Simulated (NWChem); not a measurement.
System: C2H6GeO; SMILES C[C](=O)[GeH3]

Results from NWChem. Medium grid unless said otherwise, to which SCAN and Minnesota functionals are sensitive. Coordinates come from a PBE0/def2-SVP optimisation. B3LYP is NWChem's, with the RPA form of VWN correlation.

Task: Order these by “orbital gap (eV)”, lowest first: B3LYP/def2-SVP; PBE0/def2-SVP; BLYP/def2-SVP; r2SCAN/def2-SVP.

Result: BLYP/def2-SVP (3.36), r2SCAN/def2-SVP (3.79), B3LYP/def2-SVP (5.41), PBE0/def2-SVP (5.87)
